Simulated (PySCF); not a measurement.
Hg³⁺ (mercury, charge +3): UHF calculation

Configuration: [Xe] 4f14 5d9, 2D determinant. All numbers are calculated (PySCF 2.14, scalar relativity through the core potential, in aug-cc-pVTZ-PP with ECP60MDF).

| Item | Value |
| --- | --- |
| Total energy | -150.367690 hartree |
| One-electron energy | -246.1151 hartree |
| Hartree (Coulomb) energy | 107.9396 hartree |
| Exchange energy | -12.1921 hartree |
| ⟨S²⟩ | 0.7547 |
| ⟨L²⟩ | 6.033 |
| Sum of ⟨r⟩ | 20.78 bohr |
| Sum of ⟨r²⟩ | 29.16 bohr² |
| Traceless quadrupole moment −½Σ⟨3z² − r²⟩ along its main axis | -0.515 e·bohr² |

```
shell  electrons  mean orbital energy (hartree)  spread (hartree)  rms radius, mean of both spins (bohr)
 5s α          1                       -6.34934                 0                                  0.977
 5s β          1                       -6.28125                 0                                  0.977
 5p α          3                       -4.31867           0.06432                                   1.11
 5p β          3                       -4.22743           0.04772                                   1.11
 5d α          5                       -1.83571           0.07832                                   1.48
 5d β          4                       -1.79320           0.05409                                   1.48
```

Energies and moments cover only the electrons outside the core potential. Spin-orbit coupling, absent here, splits the open shell strongly.
